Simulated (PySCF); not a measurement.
C₂H₃BBrN.
SMILES with atom numbers: `[CH:1]#[C:2][B:3]([NH2:4])[Br:5]` (hydrogens: H6 on C1; H7, H8 on N4)

Method: PBE0-D3(BJ)/def2-SVP geometry optimisation, gas phase (PySCF 2.14.0); density fitting, grid level 1; the optimiser is geomeTRIC in internal coordinates, started from a GFN2-xTB structure with every atom displaced at random (about 0.01 Å).

Step 0: E = -74311.2836 eV
```
atom  x, y, z in Å  |  force x, y, z in eV/Å
C1      2.1680    0.5311    0.1000   -3.372  -0.406  -0.275
C2      0.9521    0.3904   -0.0057    1.405   0.336   0.048
B3     -0.5640    0.2661   -0.1614    1.454   0.634   0.001
N4     -1.1804   -0.9049    0.1188   -2.172  -1.280   0.112
Br5    -1.5632    1.7656   -0.7468   -0.441   0.625  -0.250
H6      3.1809    0.6882    0.1847    2.130   0.256   0.188
H7     -0.7444   -1.7493    0.4350    0.485  -0.259   0.141
H8     -2.1959   -1.0080    0.0232    0.512   0.093   0.034
```

Step 1: E = -74311.3610 eV
```
atom  x, y, z in Å  |  force x, y, z in eV/Å
C1      2.1588    0.6369    0.0814    1.180  -0.267   0.120
C2      0.9978    0.3001   -0.0015   -0.714   0.266  -0.074
B3     -0.5189    0.1940   -0.1453   -0.177  -0.024  -0.027
N4     -1.2603   -0.9508    0.1233    0.219   0.130  -0.027
Br5    -1.4602    1.7928   -0.7375    0.024  -0.138   0.038
H6      3.2300    0.7978    0.1667   -0.437   0.083  -0.035
H7     -0.8300   -1.8101    0.4374    0.006  -0.030   0.009
H8     -2.2641   -0.9815    0.0235   -0.101  -0.020  -0.005
```

Q: Estimate the geometry and energy of step 2. (The exact step hangs on the optimiser's Hessian estimate; all steps are aligned on step 1, rigid shifts and turns removed.)

A: E = -74311.3859 eV, largest force 0.537 eV/Å
```
atom  x, y, z in Å  |  force x, y, z in eV/Å
C1      2.1619    0.6022    0.0883   -0.071  -0.419   0.026
C2      0.9782    0.3252   -0.0056    0.140   0.516  -0.039
B3     -0.5400    0.2295   -0.1532    0.045  -0.116   0.000
N4     -1.2391   -0.9371    0.1220   -0.095   0.032  -0.020
Br5    -1.5117    1.7999   -0.7490    0.024  -0.089   0.034
H6      3.2248    0.7448    0.1808   -0.044   0.092  -0.006
H7     -0.7770   -1.7810    0.4350   -0.001   0.007  -0.002
H8     -2.2442   -1.0043    0.0297    0.001  -0.024   0.007
```

The energy changes by -0.0250 eV. The first-order estimate −F·Δx gives -0.0368 eV and the mean of the old and new forces, exact on a quadratic surface, -0.0244 eV. The step makes an angle of 79° with the force vector and moves no atom by more than 0.061 Å.

The cost below is that of the whole optimisation. The run took 29 s on an Arm Neoverse V1 with one thread, on a shared host, and the process peaked at 0.41 GiB of memory.
